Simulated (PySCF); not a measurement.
## Working with the constants of TeF

PBE0 constants of TeF, ²Π (doublet), unpaired electrons π ↑ (basis Te cc-pVTZ-PP with ECP28, F cc-pVTZ; scalar-relativistic core potentials; PySCF 2.14; masses 129.9062 and 18.9984 u):

| Item | Value |
| --- | --- |
| ωe | 634.9 cm⁻¹ |
| ωexe | 2.62 cm⁻¹ |
| Be | 0.27741 cm⁻¹ |
| αe | 0.00164 cm⁻¹ |
| De to Te + F | 3.44 eV |

**Question.** What force constant and bond length do these constants imply?

**Answer.** Reduced mass μred = 16.574 u; k = 5.8918×10⁻⁷·μred·ωe² (u, cm⁻¹, mdyn/Å) = 3.94 mdyn/Å; Re = √(16.8576/(μred·Be)) (u, cm⁻¹, Å) = 1.915 Å.

**Question.** Estimate the centrifugal constant D from the Kratzer relation and find the Dunham coefficient a1.

**Answer.** D = 4Be³/ωe² = 2.12e-07 cm⁻¹; a1 = −1 − αeωe/(6Be²) = -3.26.

Spin–orbit coupling is left out, which matters for elements this heavy, above all for dissociation energies. The state is the lowest determinant that a PBE0 search found; another state may lie lower at other levels.
